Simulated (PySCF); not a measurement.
# Unknown compound

The spectra below were simulated for a compound C2H12BN3Si2.

1H NMR (600 MHz, computed): δ 4.78 (s, 6H), 3.45 (s, 4H), 2.03 (br s, 2H).

13C{1H} NMR (computed): δ 48.6 (CH2).

All values are calculated (PySCF 2.14): NMR shieldings at KT2/pcSseg-1/GIAO, geometry from PBE0-D3(BJ)/def2-SVP. No solvent, one averaged value for each set of equivalent atoms, relativity neglected, a single conformation.

References, each an isolated molecule treated in the same way: 1H (σ = 31.18 ppm) and 13C (σ = 183.22 ppm) vs TMS.

Question: Deduce the structure.

Answer: 
- 1 carbon signal for 2 carbons: some carbons are equivalent by symmetry or fast rotation.
- Carbon types of the structure: 2 × CH2, leaving 8 H on heteroatoms.
- δC 48.6: sp3 CH2 bonded to N; deshielded by the electronegative neighbour.
- δH 4.78: hydrogen on a silicon bonded to N.
- δH 3.45: hydrogen on an sp3 CH2 bonded to N; its carbon carries N, hence the downfield position.
- δH 2.03: hydrogen on a nitrogen bonded to C, B, in a 5-membered ring; labile proton, position sensitive to the medium.

These data were computed for SMILES [SiH3]N([SiH3])B1NCCN1.

This is the structure that produced the data.

Exchangeable OH/NH protons stand at their gas-phase positions; hydrogen bonding in a real sample shifts them, mostly to higher δ. Shifts are as computed. Against solution values, carbons near 30 ppm lie about +2 ppm off and those near 130 ppm about -5 ppm. Of 1211 compounds with measured shifts, 218 miss one by over three times the rms of a fit or turn the order of signals round; such compounds aren't used in these exercises. Multiplicities follow the n + 1 count of equivalent neighbours, as no J values were calculated; m marks all less simple cases, F and P coupling included.
